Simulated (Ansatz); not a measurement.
Consider the ligand exchange at a B–O bond: `COB(O)Cl` + CH₃SH → `CSB(O)Cl` + CH₃OH.

Isolated molecules relaxed with PBE0-D4/def2-TZVP in Ansatz; ΔE leaves out vibrations. CCSD(T)/CBS is the MP2 limit (def2-TZVPP, def2-QZVPP) plus CCSD(T) − MP2 in def2-TZVPP, frozen cores. This one scheme is used for every species. Functionals use def2-TZVPP. One conformer a species, not always the lowest.

Is it downhill or uphill in electronic energy at CCSD(T)/CBS, and by how much? (Best estimate.)

Computed: Uphill: ΔE = +58.2 kJ/mol.

What do these levels give: r2SCAN-D4, PBE0-D4, ωB97M-V, B2PLYP, PBE, PBE0, MP2/def2-TZVPP, CCSD(T)/def2-TZVPP, MP2/def2-QZVPP, SCS-MP2/def2-QZVPP, HF/CBS(def2), MP2/CBS(def2)? (Estimate.)

The calculation gave: r2SCAN-D4 56.9, PBE0-D4 53.4, ωB97M-V 62.2, B2PLYP 62.8, PBE 50.7, PBE0 55.0, MP2/def2-TZVPP 56.7, CCSD(T)/def2-TZVPP 61.9, MP2/def2-QZVPP 55.0, SCS-MP2/def2-QZVPP 59.9, HF/CBS(def2) 80.2, MP2/CBS(def2) 53.1 kJ/mol.

Largest T1 diagnostic among the species: 0.012.

The D4 term adds −3.1 kJ/mol with B3LYP and −1.6 kJ/mol with PBE0; it sums over pairs of atoms, weighted by their polarisabilities, and B3LYP, whose exchange is more repulsive, gets the larger term. In def2-TZVPP, CCSD(T) changes the Hartree–Fock value by −17.2 kJ/mol (the triples alone add −3.7 kJ/mol) and MP2 by −22.4 kJ/mol.

B3LYP here is the variant with VWN-RPA as its local correlation; programs differ in this.
